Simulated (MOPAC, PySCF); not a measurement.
C$_{16}$H$_{11}$B, SMILES `c1c(cc2ccc3cccc4ccc1c2c34)B` (H–B–C–C torsion 0°), neutral singlet in the gas phase. 

Cartesian coordinates (Å):
SMILES: Bc1cc2ccc3cccc4ccc(c1)c2c34
```xyz
28

B     -4.6257    -0.4427    -0.4694
C     -3.1021    -0.2969    -0.3151
C     -2.5093     0.9696    -0.1201
C     -1.1247     1.1302     0.0236
C     -0.5130     2.4181     0.2228
C      0.8368     2.5471     0.3601
C      1.7063     1.4011     0.3113
C      3.1007     1.5089     0.4502
C      3.9118     0.3743     0.3976
C      3.3552    -0.8911     0.2057
C      1.9662    -1.0496     0.0617
C      1.3548    -2.3373    -0.1376
C      0.0050    -2.4667    -0.2749
C     -0.8648    -1.3206    -0.2262
C     -2.2553    -1.4256    -0.3643
C     -0.2849    -0.0272    -0.0292
C      1.1276     0.1079     0.1144
H     -5.3390     0.5309    -0.4252
H     -5.1202    -1.5320    -0.6360
H     -3.1493     1.8553    -0.0795
H     -1.1609     3.2973     0.2619
H      1.2865     3.5316     0.5109
H      3.5454     2.4956     0.6008
H      4.9939     0.4779     0.5076
H      3.9982    -1.7738     0.1658
H      2.0022    -3.2169    -0.1768
H     -0.4452    -3.4510    -0.4256
H     -2.6964    -2.4147    -0.5148
```
Charge 0, spin multiplicity 1.

All levels are single points at this geometry (B3LYP-D3(BJ)/def2-SVP); Pople sets use spherical d functions. Orbital energies aren't observables, and empty levels follow the basis.

B3LYP-D3(BJ)/def2-SVP in PySCF gives gap (eV) = 3.56.

Task: Estimate the gap (eV) from each of these levels: B3LYP/6-31G* in PySCF; M06-2X/6-31G* in PySCF; PBE/6-31G* in PySCF; SVWN5/6-31G* in PySCF; HF/6-31G* in PySCF; HF/STO-3G in PySCF; PM3 in MOPAC; PM6 in MOPAC.

Result: 
```tsv
level	gap (eV)
B3LYP/6-31G* in PySCF	3.59
M06-2X/6-31G* in PySCF	5.56
PBE/6-31G* in PySCF	2.38
SVWN5/6-31G* in PySCF	2.33
HF/6-31G* in PySCF	8.53
HF/STO-3G in PySCF	9.70
PM3 in MOPAC	7.13
PM6 in MOPAC	7.22
```
